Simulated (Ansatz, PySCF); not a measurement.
This PySCF input computes a SVWN5/def2-TZVPD energy:

```python
from pyscf import gto, scf, dft

mol = gto.M(
    atom='''
    B    -0.51819148    0.16644866   -0.02986438
    C    -1.57298393    1.26343685   -0.23154008
    C    -0.87905323   -1.34427926    0.25251191
    O     0.78230995    0.59212866   -0.11208778
    C     1.88422691   -0.28616567    0.04858540
    H    -1.30083024    2.29615158   -0.42410943
    H    -2.63972470    1.07223210   -0.19367790
    H    -0.46115438   -1.68247098    1.20708527
    H    -0.45418838   -2.00628673   -0.50990962
    H    -1.95423937   -1.52203790    0.28205376
    H     2.79441062    0.30300670   -0.05178089
    H     1.87377992   -0.75936776    1.03365729
    H     1.88128588   -1.06845095   -0.71463753
    ''',
    basis='def2-tzvpd',
    charge=0,
    spin=1,
    verbose=4,
)

mf = dft.UKS(mol, xc='svwn').density_fit(auxbasis='def2-universal-jkfit')
mf.grids.level = 3
mf.conv_tol = 1e-9
mf.max_cycle = 100
mf.max_memory = 1500
mf.kernel()
if not mf.converged:
    mf = mf.newton()
    mf.kernel(mf.make_rdm1())
for _ in range(2):
    mo, _, stable, _ = mf.stability(return_status=True)
    if stable:
        break
    mf.kernel(mf.make_rdm1(mo, mf.mo_occ))
mf.analyze()
```

### Question
Write an input for the same energy in Ansatz (a first-principles code) and say what it gives.

### Answer

Ansatz 0.2 input:
```yaml
crystal:
  periodic: [false, false, false]
  atoms:
    - {symbol: B, position_ang: [-0.51819148, 0.16644866, -0.02986438]}
    - {symbol: C, position_ang: [-1.57298393, 1.26343685, -0.23154008]}
    - {symbol: C, position_ang: [-0.87905323, -1.34427926, 0.25251191]}
    - {symbol: O, position_ang: [0.78230995, 0.59212866, -0.11208778]}
    - {symbol: C, position_ang: [1.88422691, -0.28616567, 0.04858540]}
    - {symbol: H, position_ang: [-1.30083024, 2.29615158, -0.42410943]}
    - {symbol: H, position_ang: [-2.63972470, 1.07223210, -0.19367790]}
    - {symbol: H, position_ang: [-0.46115438, -1.68247098, 1.20708527]}
    - {symbol: H, position_ang: [-0.45418838, -2.00628673, -0.50990962]}
    - {symbol: H, position_ang: [-1.95423937, -1.52203790, 0.28205376]}
    - {symbol: H, position_ang: [2.79441062, 0.30300670, -0.05178089]}
    - {symbol: H, position_ang: [1.87377992, -0.75936776, 1.03365729]}
    - {symbol: H, position_ang: [1.88128588, -1.06845095, -0.71463753]}
basis:
  gaussian:
    orbitals: def2-TZVPD
hamiltonian:
  xc: {name: SVWN5}
magnetization: {spin_polarized: true, initial_magnetization: 1}
output: {forces: true}
```
It gives -217.32918 Eh, and PySCF -217.32928 Eh, a difference of 0.10 mEh, from the treatment of integrals and grids.

It need not be the lowest isomer of its formula.
